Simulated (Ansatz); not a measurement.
Li5. Charge 0, multiplicity 2. Geometry PBE/def2-TZVP, basis def2-TZVP, Ansatz.

```xyz
5

Li   -0.165    1.949   -0.997
Li   -1.321    2.299    1.761
Li    0.783   -3.079    0.208
Li    0.947   -0.837   -1.795
Li   -0.244   -0.333    0.823
```

| run | HOMO (eV) | LUMO (eV) |
| --- | --- | --- |
| A | -4.99 | -0.19 |
| B | -4.59 | -0.43 |
| C | -2.89 | -2.11 |
| D | -3.01 | -1.80 |
| E | -3.39 | -1.59 |

LC-ωPBE has ω = 0.4 bohr⁻¹. Another isomer (doublet) lies 0.11 eV lower at PBE0/def2-TZVP; other spin states weren't run for this one.

HOMO and LUMO are taken over both spins.

Task: The runs used LC-ωPBE, PBE, PBE0, r2SCAN, ωB97X-V. Estimate which is which.

Result: A LC-ωPBE (range-separated); B ωB97X-V (range-separated); C PBE (0 % exact exchange); D r2SCAN (0 % exact exchange); E PBE0 (25 % exact exchange). Exact exchange lowers occupied and raises empty levels; among semilocal functionals meta-GGAs tend to open the gap a little, and such runs are hard to tell apart. The gap grows from 0.79 eV (PBE) to 4.80 eV (LC-ωPBE). At LC-ωPBE/def2-TZVP, r2SCAN/def2-TZVP, PBE0/def2-TZVP the charge 0 doublet is spin-contaminated (final ⟨S²⟩ up to 0.95, 0.75 for a pure state).
